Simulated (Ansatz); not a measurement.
Mulliken charges of `[OH][Hf]([I])([I])[I]` from r2SCAN/def2-TZVPP in Ansatz (PBE0-D4/def2-TZVP geometry).

```tsv
atom	x (Å)	y (Å)	z (Å)	charge (e)
O1	-0.726	0.261	1.317	-0.399
Hf2	0.165	-0.059	-0.299	0.765
I3	2.740	-0.678	0.231	-0.191
I4	-1.040	-2.116	-1.569	-0.191
I5	0.042	2.169	-1.820	-0.191
H6	-1.180	0.424	2.140	0.206
```

Q: By hand: the dipole of these point charges (1 e Å = 4.8032 D).

A: Σ q r = (-0.160, 0.057, 0.290) e Å, of length 0.336 e Å = 1.61 D.

Q: How does the dipole of the full density compare? (Estimate.)

A: The calculation gave: (-0.260, 0.093, 0.472) e Å, 2.63 D; the point charges give 0.61 times that, at 0° from its direction.

Point charges leave out the atoms' own dipoles, such as those of lone pairs, and Mulliken's split depends on the basis, so the two needn't agree.
